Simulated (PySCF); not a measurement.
CsCl, SMILES [Cl][Cs].

Geometry: B3LYP-D3(BJ)/def2-TZVPD. The def2 effective core potentials stand for the cores of Cs; spin–orbit coupling is left out.

Level of theory: C-PCM-PBE0/def2-TZVPD run with PySCF.

The values are the electrostatic part of the solvation free energy, E(continuum) − E(gas) at the gas-phase geometry, in a cavity of scaled van der Waals radii (PySCF's table); cavitation and dispersion terms are not included. A continuum can't describe solvent molecules that bind to the metal. In vacuum the orbital gap is 4.81 eV. The dipole moment in vacuum is 10.59 D.

Question: Estimate the values in water (ε = 78.36), ethylethanoate (ε = 5.99), cyclohexanone (ε = 15.62). (An estimate is asked for; the answer gives what the named calculation found.)

Answer: 
| solvent | ε | ΔG(elec) (kcal/mol) | dipole (D) | gap (eV) |
|---|---|---|---|---|
| water | 78.36 | -15.8 | 12.34 | 6.53 |
| ethylethanoate | 5.99 | -13.0 | 12.04 | 6.24 |
| cyclohexanone | 15.62 | -14.8 | 12.24 | 6.43 |
